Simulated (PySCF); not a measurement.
Ga(Cl)2(vinyl) (C2H3Cl2Ga), SMILES C=[CH][Ga]([Cl])[Cl].

Geometry optimised at r2SCAN-D4/def2-SVP. The structure was generated by enumeration; whether it is a known compound was not checked. Other conformers were not sampled.

The numbers are results of PySCF with PBE0/def2-TZVP, not measurements.

Symmetry labels are those of the subgroup Cs that the program uses (full group Cs).

Computed valence orbital energies around the gap with their symmetry:
```csv
orbital,symmetry,energy (eV)
HOMO−7,A',-11.84
HOMO−6,A',-10.48
HOMO−5,A',-9.81
HOMO−4,A",-9.72
HOMO−3,A",-9.18
HOMO−2,A',-8.99
HOMO−1,A',-8.82
HOMO,A",-8.70
LUMO,A",-1.90
LUMO+1,A',-0.75
LUMO+2,A",0.27
LUMO+3,A',1.33
```
